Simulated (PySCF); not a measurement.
ClH2NPb, neutral, multiplicity 1. Atoms are numbered in the order given.

```xyz
5

Pb    -0.2579     0.3420     0.0000
Cl     0.2195    -2.1151     0.0000
N      1.8106     0.8534     0.0000
H      2.1978     1.7948     0.0000
H      2.5404     0.1429     0.0000
```

Coordinates come from a PBE-D3(BJ)/def2-TZVP optimisation. The def2 effective core potentials stand for the cores of Pb; spin–orbit coupling is left out. The values are those of a single conformer.

Level of theory: IEF-PCM-ωB97X/def2-SVP run with PySCF.

The values are the electrostatic part of the solvation free energy, E(continuum) − E(gas) at the gas-phase geometry, in a cavity of scaled van der Waals radii (PySCF's table); cavitation and dispersion terms are not included. A continuum can't describe solvent molecules that bind to the metal. In vacuum the orbital gap is 9.12 eV. The dipole moment in vacuum is 4.14 D.

| solvent | ε | ΔG(elec) (kcal/mol) | dipole (D) | gap (eV) |
|---|---|---|---|---|
| water | 78.36 | -8.7 | 5.62 | 9.44 |
| ethylethanoate | 5.99 | … | … | … |
| 1-octanol | 9.86 | -7.5 | 5.41 | 9.39 |

Some entries are withheld; supply them. (The exact figures need the calculation; the answer reports its results.)


- ethylethanoate, ΔG(elec) (kcal/mol): -6.6
- ethylethanoate, dipole (D): 5.27
- ethylethanoate, gap (eV): 9.36
